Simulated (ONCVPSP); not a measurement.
terbium (Tb): from the effect back to the setting (ONCV)

Base potential:

ONCVPSP 4.0.1 input, shortened (lines: element, Z, core and valence counts, functional; n l f; lmax; l rc ep ncon nbas qcut; lloc lpopt rc5 dvloc0; l nproj debl; icmod fcfact rcfact), LDA (Perdew-Zunger), scalar-relativistic:

```
  Tb 65.00   10    4        3      upf
    1    0    2.00
    2    0    2.00
    2    1    6.00
    3    0    2.00
    3    1    6.00
    3    2   10.00
    4    0    2.00
    4    1    6.00
    4    2   10.00
    4    3    8.00
    5    0    2.00
    5    1    6.00
    5    2    1.00
    6    0    1.00
    3
    0    1.80    0.00    4    9    6.70
    1    1.45    0.00    4    7    5.30
    2    3.10    0.00    3    7    5.30
    3    2.90    0.21    4    8    4.20
    4    5    1.40    3.00
    0    2    1.00
    1    3    1.40
    2    2    2.60
    3    2    2.90
    1    0.35    0.00
```

Cutoffs, loose and tight: the cutoffs (Ha) at which the residual kinetic energy of the hardest occupied pseudo-wave falls to 1 and 0.1 mHa per electron. They do not see the model core or the augmentation charge, which bear on the density cutoff. Test errors are all-electron minus pseudo excitation energies from the reference, over the configurations 5s2 5p6 5d1 6s2; 5s2 5p6 5d1 6s0; 5s2 5p6 5d0 6s0; 5s2 5p5 5d1 6s2; variants that change the core or the reference have their own tests.

Only the scale of all radii but the core radius (base = 1) is moved (2 further runs of the sweep failed or gave no value and are left out):

| scale of all radii but the core radius (base = 1) | cutoff, loose | cutoff, tight | bound ghosts | largest test error (meV) |
| --- | --- | --- | --- | --- |
| 0.94 | 56 Ha | 74 Ha | p | -164 |
| 1.01 | 52 Ha | 67 Ha | p | -165 |
| 1.09 | 41 Ha | 57 Ha | none | -170 |
| 1.23 | 14 Ha | 42 Ha | f | -183 |
| 1.3 | 12 Ha | 32 Ha | none | -197 |

**Question.** One more run gave cutoff, loose: 21 Ha; cutoff, tight: 47 Ha; bound ghosts: none; largest test error (meV): -178. Which value of the scale of all radii but the core radius (base = 1) was used?

**Answer.** 1.17. The loose cutoff moves one way along this sweep, from 56 Ha at 0.94 to 12 Ha at 1.3, which places the run between 1.09 and 1.23.
